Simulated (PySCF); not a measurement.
# Basis-set dependence of SbBr at PBE0

PySCF, UKS reference; triplet, unpaired electrons π ↑↑; De to Sb + Br without counterpoise correction.

| basis | relativity | functions | Re (Å) | ωe (cm⁻¹) | De (eV) | μ (D) |
| --- | --- | --- | --- | --- | --- | --- |
| cc-pVDZ-PP | scalar-relativistic core potentials | 46 | 2.511 | 258 | 2.69 | -2.15 |
| def2-SVP | scalar-relativistic core potentials | 58 | 2.512 | 261 | 2.74 | -2.09 |
| cc-pVTZ-PP | scalar-relativistic core potentials | 78 | 2.491 | 263 | 2.80 | -1.82 |
| def2-TZVPPD | scalar-relativistic core potentials | 113 | 2.489 | 261 | 2.84 | -1.88 |

(1) How does each smaller set differ from the one with most functions, def2-TZVPPD?

A positive dipole means Sb(−)Br(+). These are scalar-relativistic numbers at best; spin–orbit coupling would shift them, the dissociation energy most. The state is the lowest determinant that a PBE0 search found; another state may lie lower at other levels.

Answers

(1) cc-pVDZ-PP: +2.2 pm, -1.1 % in ωe, -0.15 eV in De; def2-SVP: +2.3 pm, +0.0 % in ωe, -0.10 eV in De; cc-pVTZ-PP: +0.2 pm, +0.8 % in ωe, -0.04 eV in De. All at PBE0; the set with most functions is neither the basis-set limit nor always the best.
